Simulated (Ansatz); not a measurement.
Ansatz (a quantum-chemistry and plane-wave program) input for AlOF, SMILES [O]=[Al][F], B3LYP-D3(BJ)/def2-TZVP. 

Ansatz 0.2 input:
```yaml
crystal:
  periodic: [false, false, false]
  atoms:
    - {symbol: Al, position_ang: [0.00000000, 0.00000000, -0.07411340]}
    - {symbol: O, position_ang: [0.00000000, 0.00000000, -1.64067940]}
    - {symbol: F, position_ang: [0.00000000, 0.00000000, 1.56543437]}
basis:
  gaussian:
    orbitals: def2-TZVP
hamiltonian:
  xc: b3lyp
  dispersion: d3bj
relax: {f_tol: 0.002, max_steps: 200}
```

Output:

```
WARN ansatz: RAYON_NUM_THREADS=1 ignored (pool sized by the plan → 1); use --threads N
Functional definition: B3LYP
integrals: 0.02 GiB planned
566 factors; their error is unknown
mean field: 0.23 GiB planned
mean field evaluation 1: about -11351.8697 eV, gradient 8.6e1 eV
mean field evaluation 2: about -11203.5025 eV, gradient 1.9e2 eV
mean field evaluation 4: about -11363.7870 eV, gradient 2.5e1 eV
mean field evaluation 8: about -11365.0192 eV, gradient 2.4e-1 eV
mean field evaluation 16: about -11365.0392 eV, gradient 4.6e-5 eV
mean field -11365.03917460 eV, -417.6574861662 hartree, gradient 4.6e-5 eV, S^2 0.000000; 0 other end points of the search recorded, 0 dependent functions left out
the calculation of the forces begins
reference -11365.03937279 eV, -417.6574934497 hartree; 15, 15 occupied and 84, 84 virtual orbitals, 566 factors
relax step   1: F+E_penalty+E_count = -11365.09510806 eV  Δ(F+E_penalty+E_count) = +0.000e0 eV  max|allowed force component| = 1.532e0 eV/Å  Δτ_max = 0.0000 Å  (30 SCF iters, accepted)
these checks for a lower state are left out or cut short: starts, cluster_reference, orbital_swaps, neighbouring_geometries, increment
integrals: 0.02 GiB planned
566 factors; their error is unknown
mean field: 0.23 GiB planned
mean field -11365.05558257 eV, -417.6580891481 hartree, gradient 2.1e-5 eV, S^2 0.000000; 0 other end points of the search recorded, 0 dependent functions left out
the calculation of the forces begins
reference -11365.05578068 eV, -417.6580964285 hartree; 15, 15 occupied and 84, 84 virtual orbitals, 566 factors
relax step   2: F+E_penalty+E_count = -11365.11143910 eV  Δ(F+E_penalty+E_count) = -1.633e-2 eV  max|allowed force component| = 7.602e-1 eV/Å  Δτ_max = 0.0097 Å  (30 SCF iters, accepted)
these checks for a lower state are left out or cut short: starts, cluster_reference, orbital_swaps, neighbouring_geometries, increment
integrals: 0.02 GiB planned
566 factors; their error is unknown
mean field: 0.23 GiB planned
mean field evaluation 32: about -11365.0611 eV, gradient 2.2e-5 eV
mean field -11365.06109986 eV, -417.6582919047 hartree, gradient 2.2e-5 eV, S^2 0.000000; 0 other end points of the search recorded, 0 dependent functions left out
the calculation of the forces begins
reference -11365.06129788 eV, -417.6582991819 hartree; 15, 15 occupied and 84, 84 virtual orbitals, 566 factors
relax step   3: F+E_penalty+E_count = -11365.11688424 eV  Δ(F+E_penalty+E_count) = -5.445e-3 eV  max|allowed force component| = 5.411e-2 eV/Å  Δτ_max = 0.0093 Å  (29 SCF iters, accepted)
these checks for a lower state are left out or cut short: starts, cluster_reference, orbital_swaps, neighbouring_geometries, increment
integrals: 0.02 GiB planned
566 factors; their error is unknown
mean field: 0.23 GiB planned
mean field -11365.06112190 eV, -417.6582927146 hartree, gradient 7.3e-5 eV, S^2 0.000000; 0 other end points of the search recorded, 0 dependent functions left out
the calculation of the forces begins
reference -11365.06131992 eV, -417.6582999917 hartree; 15, 15 occupied and 84, 84 virtual orbitals, 566 factors
relax step   4: F+E_penalty+E_count = -11365.11690495 eV  Δ(F+E_penalty+E_count) = -2.071e-5 eV  max|allowed force component| = 3.391e-3 eV/Å  Δτ_max = 0.0005 Å  (21 SCF iters, accepted)
these checks for a lower state are left out or cut short: starts, cluster_reference, orbital_swaps, neighbouring_geometries, increment
integrals: 0.02 GiB planned
566 factors; their error is unknown
mean field: 0.23 GiB planned
mean field -11365.06112315 eV, -417.6582927605 hartree, gradient 9.2e-6 eV, S^2 0.000000; 0 other end points of the search recorded, 0 dependent functions left out
the calculation of the forces begins
reference -11365.06132117 eV, -417.6583000376 hartree; 15, 15 occupied and 84, 84 virtual orbitals, 566 factors
relax step   5: F+E_penalty+E_count = -11365.11690478 eV  Δ(F+E_penalty+E_count) = +1.757e-7 eV  max|allowed force component| = 4.922e-3 eV/Å  Δτ_max = 0.0001 Å  (21 SCF iters, rejected (line search))
these checks for a lower state are left out or cut short: starts, cluster_reference, orbital_swaps, neighbouring_geometries, increment
integrals: 0.02 GiB planned
566 factors; their error is unknown
mean field: 0.23 GiB planned
mean field -11365.06112255 eV, -417.6582927386 hartree, gradient 5.4e-6 eV, S^2 0.000000; 0 other end points of the search recorded, 0 dependent functions left out
the calculation of the forces begins
reference -11365.06132057 eV, -417.6583000157 hartree; 15, 15 occupied and 84, 84 virtual orbitals, 566 factors
relax step   6: F+E_penalty+E_count = -11365.11690511 eV  Δ(F+E_penalty+E_count) = -1.556e-7 eV  max|allowed force component| = 1.535e-6 eV/Å  Δτ_max = 0.0001 Å  (19 SCF iters, accepted)
integrals: 0.02 GiB planned
566 factors; their error is unknown
mean field: 0.23 GiB planned
mean field evaluation 64: about -11365.0611 eV, gradient 1.7e-3 eV
mean field -11365.06112255 eV, -417.6582927386 hartree, gradient 8.2e-6 eV, S^2 0.000000; 1 other end points of the search recorded, 0 dependent functions left out
the calculation of the forces begins
reference -11365.06132057 eV, -417.6583000157 hartree; 15, 15 occupied and 84, 84 virtual orbitals, 566 factors
Total energy: -11365.11710313 eV, -417.6603499870 hartree
Atom 0 at     0.000000    -0.000000    -0.062833 Å, force     0.000000    -0.000000    -0.000002 eV/Å
Atom 1 at    -0.000000     0.000000    -1.660131 Å, force    -0.000000     0.000000     0.000001 eV/Å
Atom 2 at    -0.000000     0.000000     1.573606 Å, force    -0.000000     0.000000     0.000001 eV/Å
Dipole moment:     0.000000    -0.000000     0.668900 e Å
```

The run converged.
